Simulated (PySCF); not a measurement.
Electron correlation in N (nitrogen, neutral)

[He] 2s2 2p3, high-spin 4S determinant. All numbers are calculated (PySCF 2.14, no relativity, point nucleus, in pcseg-2 (4s3p2d1f, 30 functions)). Frozen: 1s2; 5 electrons correlated.

MP2 pair energies summed by pair of shells (mhartree):

```json
{"pair": "2s-2p", "energy": "-59.89", "share (%)": "64.4"}
{"pair": "2p-2p", "energy": "-23.00", "share (%)": "24.7"}
{"pair": "2s-2s", "energy": "-10.05", "share (%)": "10.8"}
```

Total MP2 correlation energy: -92.94 mhartree.

Same-spin part -28.47 and opposite-spin part -64.47 mhartree; SCS-MP2 scales them by 1/3 and 6/5 to -86.85 mhartree.

| level | correlation energy (mhartree) |
| --- | --- |
| CCSD | -108.73 |
| (T) | -2.14 |
| CCSD(T) | -110.87 |

Diagnostics: T1 = 0.0060, D1 = 0.0120, largest double amplitude 0.036.

Cost of the coupled-cluster step: 0.3 s of wall time on 1 thread of Neoverse-V1 (shared host), for 5 correlated electrons.
